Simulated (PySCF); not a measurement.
Static response to an electric field

Species: C4H10GeSi.
Atom-mapped SMILES: `[CH3:1][SiH:2]([CH3:3])[C:4]#[C:5][GeH3:6]` (hydrogens: H7, H8, H9 on C1; H10 on Si2; H11, H12, H13 on C3; H14, H15, H16 on Ge6)

Structure used (PBE0-D3(BJ)/def2-SVP), in Å, numbered top down from 1:
```xyz
16
C4H10GeSi angstrom
C     -1.5753    0.8034   -1.7407
Si    -1.2346   -0.4110   -0.3516
C     -2.1365    0.0680    1.2224
C      0.5794   -0.4452   -0.0121
C      1.7814   -0.4491    0.2220
Ge     3.6479   -0.4640    0.5763
H     -2.6494    0.8190   -1.9842
H     -1.2736    1.8203   -1.4458
H     -1.0196    0.5308   -2.6504
H     -1.6376   -1.7899   -0.7693
H     -1.8158    1.0647    1.5626
H     -3.2249    0.0911    1.0565
H     -1.9261   -0.6520    2.0276
H      4.0608   -1.8757    1.0194
H      4.4019   -0.0742   -0.7042
H      3.9532    0.5463    1.6929
```

Level: B3LYP/def2-SVPD (PySCF), static field, nuclei fixed, core orbitals frozen in the response. The polarisability tensor in these axes (au):

```
x   144.28  -4.32   8.31
y    -4.32  88.96  -2.57
z     8.31  -2.57  96.84
```

Task: Diagonalise the tensor; give its mean and Δα, where Δα² is half the sum of the squared differences of the eigenvalues.

Result: Principal values 88.13, 95.87 and 146.08 au; mean 110.03 au = 16.30 Å³ = 18.14 × 10⁻⁴⁰ C²·m²/J; Δα = 54.49 au (50 % of the mean).

Task: What is the dipole moment, and where does it point?

Result: (-0.34, 0.60, 0.08) D, 0.69 D in size, pointing from the negative to the positive side. Measured along this direction, the outermost atoms are H14 at the negative end and H8 and H11 at the positive end.

Task: Traceless (Buckingham) quadrupole moment about the centre of nuclear charge: eigenvalues?

Result: -4.74, -2.73, 7.46 D·Å. The values depend on the origin, since the dipole doesn't vanish. The electronic extent ⟨r²⟩ about the same centre is 2188 bohr², a root-mean-square distance of 2.77 Å for the 80 electrons.

Task: Rayleigh depolarisation ratio (linearly polarised light, static tensor)?

Result: ρ = 3Δα²/(45ᾱ² + 4Δα²) = 8908.3/(544766 + 11877.8) = 0.016.

Task: What would n − 1 = 2πNα be for an ideal gas of these molecules at 298.15 K and 1 atm, electronic part alone?

Result: N = p/kT = 2.4615 × 10¹⁹ cm⁻³, so n − 1 = 2π × N × 16.30 × 10⁻²⁴ cm³ = 2522 × 10⁻⁶ at long wavelengths.

Task: Orientational against electronic polarisability at 400 K (dilute gas, rigid molecules)?

Result: In Gaussian units μ²/3kT = 2.86 Å³ against 16.30 Å³, a ratio of 0.18; the Debye molar polarisation (4π/3)N_A(α + μ²/3kT) is 48.3 cm³/mol, leaving out the vibrational part.

Task: In TDDFT the mean static polarisability is Σ f/ω² over all singlet excitations (ω in hartree). How much of it do the 10 lowest give? Their energies (eV) and oscillator strengths: 5.60, 0.0000; 5.76, 0.0018; 5.76, 0.0040; 6.76, 0.0054; 6.76, 0.0056; 7.17, 0.7535; 7.28, 0.0291; 7.35, 0.2117; 7.46, 0.0104; 7.53, 0.0374.

Result: They add up to 15.10 au, 13.7 % of the 110.03 au; the largest single term is 10.86 au, from the state at 7.17 eV. Terms in order: 0.00, 0.04, 0.09, 0.09, 0.09, 10.86, 0.41, 2.90, 0.14, 0.49 au. Higher excitations give the rest. The strengths listed sum to 1.059.

Isolated species at its PBE0-D3(BJ)/def2-SVP geometry, gas phase. The calculation is non-relativistic, for germanium too.
